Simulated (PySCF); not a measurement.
A series of substituents X on one scaffold: allenyl-X. Gas-phase values, no solvent. One relaxed conformer stands for each flexible species; it need not be the lowest. Strings in code marks are SMILES.

Computed with ωB97X-D3(BJ)/def2-TZVP // PBE0-D3(BJ)/def2-TZVP (PySCF). All candidates: neutral, multiplicity 1. Delta-SCF ions had no search for a lower state. Excitations are Tamm–Dancoff values on a coarser integration grid. The basis has no diffuse functions, so Rydberg states are missing or too high.

```json
{
  "HOMO": "-8.92 eV",
  "brightest of the four lowest singlets (TDA)": "6.45 eV",
  "vertical ionisation energy (Delta-SCF)": "8.73 eV"
}
```

Say which member has these values.
(A) `C=C=CC=O`
(B) `C=C=CS`
(C) `C=C=CC=C`
(D) `C#CC=C=C`

C, `C=C=CC=C`. The others give `C=C=CC=O`: -10.03 eV, 6.74 eV, 9.87 eV; `C=C=CS`: -8.74 eV, 6.64 eV, 8.67 eV; `C#CC=C=C`: -9.31 eV, 6.08 eV, 9.19 eV
